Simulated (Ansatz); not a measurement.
Program: Ansatz. Geometries: PBE0-D4/def2-TZVP. ΔE: electronic, gas phase. CBS: MP2 limit from def2 TZ/QZ plus the TZ coupled-cluster correction, frozen cores. Functionals use def2-TZVPP. B3LYP here is the variant with VWN-RPA as its local correlation; programs differ in this. For Sc outer-core shells are correlated without core-valence functions, which leaves a few kJ/mol of doubt a bond. Scalar relativity is left out up to krypton. One conformer a species, not always the lowest.

`[NH2][Sc]([Cl])[O][SiH3]` + `C[SiH2]N` → `C[SiH2]N[SiH3]` + `[NH2][Sc]([OH])[Cl]`  (ligand exchange at the Si–O bond)

`[NH2][Sc]([Cl])[O][SiH3]`:

Cartesian coordinates in Å:
```
N 2.222 -0.232 1.210
Sc 1.280 0.118 -0.471
Cl 2.516 0.548 -2.390
O -0.595 0.074 -0.372
Si -2.227 0.048 -0.359
H 3.228 -0.243 1.327
H 1.804 -0.432 2.109
H -2.763 0.122 -1.745
H -2.714 -1.208 0.273
H -2.750 1.205 0.418
```

`C[SiH2]N`:

```xyz
10

C     0.773    1.009   -0.585
Si    0.249   -0.625    0.161
N    -1.393   -0.746    0.660
H     1.830    0.980   -0.867
H     0.636    1.829    0.125
H     0.192    1.237   -1.482
H     1.087   -0.882    1.365
H     0.474   -1.696   -0.848
H    -1.716   -0.274    1.489
H    -2.132   -0.832   -0.019
```

`C[SiH2]N[SiH3]`:

```xyz
13

C    -1.785   -1.115    0.607
Si    0.031   -1.021    0.191
N     0.422    0.342   -0.800
Si    1.404    1.703   -0.410
H    -1.993   -1.992    1.226
H    -2.107   -0.224    1.152
H    -2.391   -1.195   -0.300
H     0.421   -2.285   -0.497
H     0.840   -0.879    1.430
H     0.086    0.307   -1.753
H     1.451    1.829    1.069
H     0.820    2.937   -1.003
H     2.803    1.591   -0.914
```

`[NH2][Sc]([OH])[Cl]`:

Cartesian coordinates in Å:
```
N -0.019 -1.253 -0.711
Sc -0.292 0.553 0.005
O 0.828 1.008 1.407
Cl -1.945 1.883 -0.958
H -0.541 -1.665 -1.474
H 0.658 -1.935 -0.393
H 1.311 1.409 2.124
```

```
             level  ΔE (kJ/mol)  difference from CCSD(T)/CBS
         r2SCAN-D4         53.6                         -1.3
            B97M-V         55.9                          1.0
           PBE0-D4         49.1                         -5.8
          B3LYP-D4         53.2                         -1.7
          BHLYP-D4         56.6                          1.7
      CAM-B3LYP-D4         54.1                         -0.8
            B2PLYP         56.5                          1.6
               PBE         49.7                         -5.2
            revPBE         51.9                         -3.0
           r2SCAN0         54.3                         -0.6
             BHLYP         59.8                          4.9
     CCSD/def2-SVP         55.8                          0.9
     HF/def2-TZVPP         66.2                         11.3
   CCSD/def2-TZVPP         55.3                          0.4
CCSD(T)/def2-TZVPP         53.8                         -1.1
SCS-MP2/def2-QZVPP         56.8                          1.9
       CCSD(T)/CBS         54.9                            0
```

Largest T1 diagnostic among the species: 0.015.

Leaving LDA and LC-ωPBE aside and taking each functional with its dispersion term where it has one, the values, not all of them listed here, spread over 11.3 kJ/mol, from revPBE-D4 to BHLYP-D4. LDA lies −5.4 kJ/mol from PBE without D4. The D4 term adds −4.3 kJ/mol with B3LYP and −2.3 kJ/mol with PBE0; it sums over pairs of atoms, weighted by their polarisabilities, and B3LYP, whose exchange is more repulsive, gets the larger term.

CCSD(T)/CBS has its own doubt, a few kJ/mol and more with outer-core shells, so smaller differences from it don't rank the levels.
